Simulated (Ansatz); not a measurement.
Consider the ligand exchange at the Si–N bond: `C=N[SiH](C)O` + PH₃ → `C[SiH](O)P` + `C=N`.

Computed with Ansatz on PBE0-D4/def2-TZVP structures; ΔE is electronic, products minus reactants. CBS: MP2 limit from def2 TZ/QZ plus the TZ coupled-cluster correction, frozen cores. This one scheme is used for every species. Functionals use def2-TZVPP. B3LYP here is the variant with VWN-RPA as its local correlation; programs differ in this. One conformer a species, not always the lowest.

```csv
level,ΔE (kJ/mol),difference from CCSD(T)/CBS
r2SCAN-D4,32.2,-0.6
B3LYP-D4,37.2,4.4
B3LYP,37.9,5.1
HF/def2-TZVPP,49.4,16.6
MP2/def2-TZVPP,37.4,4.6
SCS-MP2/def2-TZVPP,40.0,7.2
HF/def2-QZVPP,50.1,17.3
SCS-MP2/def2-QZVPP,38.8,6.0
HF/CBS(def2),50.2,17.4
MP2/CBS(def2),35.1,2.3
CCSD(T)/CBS,32.8,0
```

Largest T1 diagnostic among the species: 0.013.

From PBE to PBE0 (25 % exact exchange), in def2-TZVPP and without D4, ΔE moves by +3.2 kJ/mol. In def2-TZVPP, CCSD(T) changes the Hartree–Fock value by −14.3 kJ/mol (the triples alone add −2.1 kJ/mol) and MP2 by −12.0 kJ/mol.

CCSD(T)/CBS has its own doubt, a few kJ/mol and more with outer-core shells, so smaller differences from it don't rank the levels.
